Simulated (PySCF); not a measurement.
C₃H₇O₂, SMILES CC(C[O])O (connectivity only; charge and spin as stated), charge -1, multiplicity 1.

Geometry optimised at PBE-D3(BJ)/def2-SVPD. The spin state was assumed, not searched. The isomer is the one that the SMILES or the coordinates give; other isomers of the formula were not compared. The values are those of a single conformer.

Method: PBE/def2-SVPD (PySCF).

The molecule is in vacuum. A positive occupied level means that this level leaves the electron formally unbound; only the finite basis holds it.

Computed frontier levels, gap, dipole moment and polarisability:
```
Quantity                                                           Value
------------------------------------------------  ----------------------
highest occupied level                                           1.51 eV
lowest empty level                                               3.31 eV
orbital gap                                                      1.80 eV
dipole moment about the centre of nuclear charge                  6.74 D
mean static polarisability                         71.1 bohr³ (10.54 Å³)
polarisability, principal values                  63.2, 71.9, 78.1 bohr³
```
